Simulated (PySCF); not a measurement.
F4Se, charge -1, doublet, at a GFN2-xTB geometry (a state made from the parent by changing its charge; the spin is typed, not shown lowest) (in this run its highest filled SCF level lies above zero, so its values depend strongly on the basis, on diffuse functions most of all); PBE0/STO-3G (PySCF).

Input for PySCF:
```python
from pyscf import gto, scf, dft

mol = gto.Mole()
mol.atom = '''
    Se   -0.000257    0.000685    0.132425
    F     1.147607    1.568263   -0.130961
    F     1.569159   -1.147982   -0.116094
    F    -1.147122   -1.569557   -0.119176
    F    -1.568674    1.146688   -0.134043
'''
mol.basis = 'sto-3g'
mol.charge = -1
mol.spin = 1
mol.verbose = 4
mol.build()

mf = dft.UKS(mol)
mf.xc = 'pbe0'
mf.grids.radi_method = dft.radi.gauss_chebyshev
mf.kernel()
```

The log (banner, timings and long lists left out):

```
PySCF version 2.14.0

[INPUT] verbose = 4
[INPUT] num. atoms = 5
[INPUT] num. electrons = 71
[INPUT] charge = -1
[INPUT] spin (= nelec alpha-beta = 2S) = 1
[INPUT] symmetry False subgroup None
[INPUT] Mole.unit = angstrom
[INPUT] Symbol           X                Y                Z      unit          X                Y                Z       unit  Magmom
[INPUT]  1 Se    -0.000257000000   0.000685000000   0.132425000000 AA   -0.000485659614   0.001294462395   0.250246982046 Bohr   0.0
[INPUT]  2 F      1.147607000000   1.568263000000  -0.130961000000 AA    2.168662928634   2.963587561289  -0.247480422999 Bohr   0.0
[INPUT]  3 F      1.569159000000  -1.147982000000  -0.116094000000 AA    2.965280755896  -2.169371575930  -0.219385864705 Bohr   0.0
[INPUT]  4 F     -1.147122000000  -1.569557000000  -0.119176000000 AA   -2.167746411463  -2.966032866894  -0.225210000621 Bohr   0.0
[INPUT]  5 F     -1.568674000000   1.146688000000  -0.134043000000 AA   -2.964364238726   2.166926270325  -0.253304558915 Bohr   0.0

nuclear repulsion = 414.777640985242
number of shells = 20
number of NR pGTOs = 114
number of NR cGTOs = 38
basis = sto-3g
ecp = {}

******** <class 'pyscf.dft.uks.UKS'> ********
method = UKS
initial guess = minao
damping factor = 0
level_shift factor = 0
DIIS = <class 'pyscf.scf.diis.CDIIS'>
diis_start_cycle = 1
diis_space = 8
diis_damp = 0
SCF conv_tol = 1e-09
SCF conv_tol_grad = None
SCF max_cycles = 50
direct_scf = True
direct_scf_tol = 1e-13
number electrons alpha = 36  beta = 35
XC library pyscf.dft.libxc version 7.1.2
    S. Lehtola, C. Steigemann, M. J. T. Oliveira, and M. A. L. Marques,  SoftwareX 7, 1–5 (2018)
XC functionals = pbe0
    C. Adamo and V. Barone,  J. Chem. Phys. 110, 6158 (1999)
    M. Ernzerhof and G. E. Scuseria,  J. Chem. Phys. 110, 5029 (1999)
radial grids: Gauss-Chebyshev [JCP 108, 3226 (1998); DOI:10.1063/1.475719) radial grids
becke partition: Becke, JCP 88, 2547 (1988); DOI:10.1063/1.454033
pruning grids: <function nwchem_prune>
grids dens level: 3
symmetrized grids: False
atomic radii adjust function: <function treutler_atomic_radii_adjust>
small_rho_cutoff = 0
Set gradient conv threshold to 3.16228e-05
tot grids = 76872
init E= -2764.35615886511

cycle= 1 E= -2767.50688145097  delta_E= -3.15  |g|= 0.228  |ddm|= 2.11
cycle= 2 E= -2767.52906537669  delta_E= -0.0222  |g|= 0.181  |ddm|= 0.803
cycle= 3 E= -2767.56446360178  delta_E= -0.0354  |g|= 0.0145  |ddm|= 0.358
cycle= 4 E= -2767.56539894621  delta_E= -0.000935  |g|= 0.0063  |ddm|= 0.0971
cycle= 5 E= -2767.56564250619  delta_E= -0.000244  |g|= 0.00154  |ddm|= 0.0681
cycle= 6 E= -2767.56566013829  delta_E= -1.76e-05  |g|= 0.000417  |ddm|= 0.0171
cycle= 7 E= -2767.56566171996  delta_E= -1.58e-06  |g|= 0.000192  |ddm|= 0.00614
cycle= 8 E= -2767.56566177821  delta_E= -5.82e-08  |g|= 0.00014  |ddm|= 0.000946
cycle= 9 E= -2767.5656618147  delta_E= -3.65e-08  |g|= 3.12e-06  |ddm|= 0.000811
cycle= 10 E= -2767.56566181473  delta_E= -3.37e-11  |g|= 2.72e-06  |ddm|= 3.49e-05
Extra cycle  E= -2767.56566181472  delta_E= 1.55e-11  |g|= 4.54e-06  |ddm|= 1.69e-05
converged SCF energy = -2767.56566181472  <S^2> = 0.77320131  2S+1 = 2.0230683
```
